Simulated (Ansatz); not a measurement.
F3GeI (`[F][Ge]([F])([F])[I]`) from Hartree–Fock to CCSD(T)

```xyz
5

F    -0.2961    1.1994   -1.2332
Ge   -0.0188   -0.0361   -0.0913
F     1.2717   -0.9723   -0.6956
F    -1.3978   -1.0385   -0.1189
I     0.4410    0.8475    2.1390
```

The species carries charge 0 and has multiplicity 1. Correlated methods include outer-core shells of Ge, I, which these sets cover unevenly. Scalar relativity is left out up to krypton. I: def2 effective core potential. Geometry: relaxed with PBE0-D4/def2-TZVP. Frozen core, restricted reference, Ansatz 0.2.0.

```json
{"basis": "def2-SVP", "HF (Eh)": "-2669.97596", "MP2 corr.": "-0.89602"}
{"basis": "def2-TZVPP", "HF (Eh)": "-2670.64748", "MP2 corr.": "-1.48322"}
{"basis": "def2-QZVPP", "HF (Eh)": "-2670.70598", "MP2 corr.": "-1.98904"}
```

Question: Estimate the CCSD correlation energy and the (T) correction in each basis where they were run (hartree).

Answer: 
```tsv
basis	CCSD corr.	(T)
def2-SVP	-0.89626	-0.01814
def2-TZVPP	-1.44479	-0.04115
```
